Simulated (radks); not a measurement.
Tb LXIV, 2 electrons, occupied as [He] (the NIST ground configuration). All-electron calculation, scalar-relativistic Kohn-Sham, SCAN, spin-polarised, spherical densities, finite nucleus; meta-GGA in the generalised Kohn-Sham scheme; Fermi nuclear charge, rms radius 5.06 fm. Program: a radial shooting solver on a logarithmic mesh with Libxc functionals.

Normalised radial functions P(r) = r R(r), r in bohr:

r	1s
0.001124	1.5198
0.001406	1.8178
0.001759	2.1641
0.0022	2.5617
0.002753	3.0104
0.003444	3.5060
0.004309	4.0375
0.00539	4.5846
0.006744	5.1151
0.008437	5.5829
0.01056	5.9283
0.01321	6.0827
0.01652	5.9791
0.02067	5.5703
0.02586	4.8529
0.03235	3.8880
0.04047	2.8049
0.05063	1.7749
0.06335	0.9532
0.07925	0.4170

1s: eigenvalue -59535 eV, 0 radial nodes, <r> = 0.0214 bohr, 90 % of the charge inside 0.0387 bohr.
